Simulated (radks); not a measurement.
The gallium ion Ga+, 30 electrons, occupied as [Ar] 3d9.5 4s2 4p0.5 (fractional occupations, a model configuration).

All-electron calculation, non-relativistic Kohn-Sham, r2SCAN, spin-polarised, spherical densities, point nucleus; open shells are filled with parallel spins first; meta-GGA in the generalised Kohn-Sham scheme. Program: a radial shooting solver on a logarithmic mesh with Libxc functionals.

Energy parts (hartree):
part                       energy
total                 -1924.22625
kinetic                1922.95632
electron-nucleus      -4592.15634
Hartree                 819.52024
exchange-correlation    -74.54648

Orbitals (lengths in bohr, moments of r in powers of bohr; r(max) is where P^2 peaks):
orbital  occ.  eigenvalue (hartree)   r(max)
1s up       1             -372.4410  0.03262
1s down     1             -372.4401  0.03262
2s up       1             -46.23172   0.1856
2s down     1             -46.21331   0.1856
2p up       3             -40.94597   0.1480
2p down     3             -40.93186   0.1480
3s up       1              -5.95071   0.5719
3s down     1              -5.91996   0.5722
3p up       3              -4.21104   0.5697
3p down     3              -4.17999   0.5700
3d up       5              -1.24318   0.5311
3d down   4.5              -1.21192   0.5320
4s up       1              -0.66921    1.846
4s down     1              -0.64244    1.843
4p up     0.5              -0.38268    2.217
4p down     0              -0.34893    2.187

The highest occupied level is 4p up at -10.413 eV. The spin density at the nucleus is -0.2390 e/bohr^3 (1s -0.0306, 2s -0.4204, 3s 0.3676, 4s -0.1556), a Fermi contact field of -12.5 T. Spin moment in Bohr magnetons: 1. The density falls to 0.001 e/bohr^3 at r = 3.91 bohr. Summed over all electrons, <r^2> = 27.18 bohr^2, which gives a Langevin (diamagnetic) susceptibility term of -21.5 x 10^-6 cm^3/mol. The electron density at the nucleus is 2.041e+04 e/bohr^3. Virial ratio -V/T = 2.00066.

Run on one thread of a shared host, so times are rough (Arm Neoverse V2): 0.14 s of CPU time, 0.14 s wall, 12 iterations on 2546 mesh points.
